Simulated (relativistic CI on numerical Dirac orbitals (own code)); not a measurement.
## Tm³⁺ (4f12) in a crystal field

Calculated by Dirac-Coulomb-Breit CI, separate exchange-only KLI orbitals for each configuration, a model potential for QED, valence Slater integrals scaled by 0.7, one configuration in a parametric crystal field (own radial code).

Field parameters in Wybourne normalisation; cubic f-shell fields have B⁴₄ = √(5/14) B⁴₀ and B⁶₄ = −√(7/2) B⁶₀. The field is a parameter set, without covalency.

S and J are read from ⟨S²⟩ = S(S + 1) and ⟨J²⟩ = J(J + 1) of each level; they are not fictitious spins.

D3d, B20 = 1450, B40 = 910, B43 = 1290, B60 = -300, B63 = 190, B66 = -420 cm⁻¹, the lowest 10 levels:

```tsv
E (cm⁻¹)	Degeneracy	Irrep	S	J
0.0	1	A1	0.99	5.99
45.0	2	E	0.99	5.99
181	2	E	0.99	5.99
351	1	A2	0.99	6.00
353	1	A1	0.99	5.99
475	2	E	0.99	6.00
625	2	E	0.99	6.00
1044	1	A1	0.99	5.99
1046	1	A2	0.99	5.99
4913	1	A2	0.74	4.01
```

Oh, B40 = -1400, B60 = 570 cm⁻¹, the lowest 16 levels:

| E (cm⁻¹) | Degeneracy | Irrep | S | J |
| --- | --- | --- | --- | --- |
| 0.0 | 1 | A2 | 0.99 | 6.00 |
| 133 | 3 | T2 | 0.99 | 5.99 |
| 244 | 2 | E | 0.99 | 5.99 |
| 520 | 3 | T1 | 0.99 | 6.00 |
| 562 | 1 | A1 | 0.99 | 6.00 |
| 605 | 3 | T2 | 0.99 | 6.00 |
| 4551 | 1 | A1 | 0.72 | 4.01 |
| 4878 | 3 | T1 | 0.74 | 4.01 |
| 5146 | 2 | E | 0.75 | 4.01 |
| 5160 | 3 | T2 | 0.75 | 4.01 |
| 8299 | 3 | T2 | 1.00 | 4.99 |
| 8392 | 3 | T1 | 1.00 | 4.99 |
| 8593 | 2 | E | 1.00 | 4.99 |
| 8603 | 3 | T1 | 1.00 | 5.00 |
| 12041 | 2 | E | 0.89 | 3.99 |
| 12155 | 3 | T1 | 0.89 | 3.99 |

Oh, B40 = 2240, B60 = 370 cm⁻¹, the lowest 10 levels:

```json
{"E (cm⁻¹)": "0.0", "Degeneracy": "1", "Irrep": "A1", "S": "0.99", "J": "5.98"}
{"E (cm⁻¹)": "120", "Degeneracy": "3", "Irrep": "T1", "S": "0.99", "J": "5.99"}
{"E (cm⁻¹)": "247", "Degeneracy": "3", "Irrep": "T2", "S": "0.99", "J": "6.00"}
{"E (cm⁻¹)": "429", "Degeneracy": "1", "Irrep": "A2", "S": "0.99", "J": "6.00"}
{"E (cm⁻¹)": "716", "Degeneracy": "3", "Irrep": "T2", "S": "0.99", "J": "6.00"}
{"E (cm⁻¹)": "759", "Degeneracy": "2", "Irrep": "E", "S": "0.99", "J": "6.00"}
{"E (cm⁻¹)": "4668", "Degeneracy": "3", "Irrep": "T2", "S": "0.73", "J": "4.00"}
{"E (cm⁻¹)": "5177", "Degeneracy": "2", "Irrep": "E", "S": "0.76", "J": "4.01"}
{"E (cm⁻¹)": "5232", "Degeneracy": "3", "Irrep": "T1", "S": "0.75", "J": "4.02"}
{"E (cm⁻¹)": "5302", "Degeneracy": "1", "Irrep": "A1", "S": "0.75", "J": "4.03"}
```

Oh, B40 = 2730, B60 = 450 cm⁻¹, the lowest 10 levels:

| E (cm⁻¹) | Degeneracy | Irrep | S | J |
| --- | --- | --- | --- | --- |
| 0.0 | 1 | A1 | 0.99 | 5.97 |
| 152 | 3 | T1 | 0.99 | 5.98 |
| 313 | 3 | T2 | 0.99 | 5.99 |
| 539 | 1 | A2 | 0.99 | 6.00 |
| 886 | 3 | T2 | 0.99 | 6.00 |
| 937 | 2 | E | 0.99 | 6.00 |
| 4695 | 3 | T2 | 0.73 | 4.01 |
| 5310 | 2 | E | 0.76 | 4.01 |
| 5384 | 3 | T1 | 0.76 | 4.03 |
| 5478 | 1 | A1 | 0.75 | 4.04 |

Oh, B40 = -1720, B60 = -780 cm⁻¹, the lowest 16 levels:

```
E (cm⁻¹)  Degeneracy  Irrep     S     J
     0.0           3     T2  0.99  6.00
    21.8           2      E  0.99  6.00
     544           3     T1  0.99  5.99
     549           3     T2  0.99  6.00
     579           1     A1  0.99  5.97
     594           1     A2  0.99  6.00
    4687           2      E  0.73  4.00
    4812           3     T1  0.74  4.03
    5053           1     A1  0.75  4.03
    5300           3     T2  0.76  4.00
    8182           3     T1  1.00  4.99
    8476           3     T2  1.00  5.00
    8502           2      E  1.00  4.98
    8642           3     T1  1.00  4.99
   11751           1     A1  0.90  4.00
   12196           3     T1  0.89  4.00
```

The next free-ion level lies 4615 cm⁻¹ above the lowest; the field splits the ground level into components whose J stays near 6 as long as their spread is small against that gap.

Levels of this model without a field, named by their leading LS term (the scale mimics covalency, so terms lie below those of the real free ion): 3H_6 0, 3F_4 4615, 3H_5 8078, 3H_4 11872, 3F_3 13700, 3F_2 13857, 1G_4 19578, 3P_2 25682 cm⁻¹.
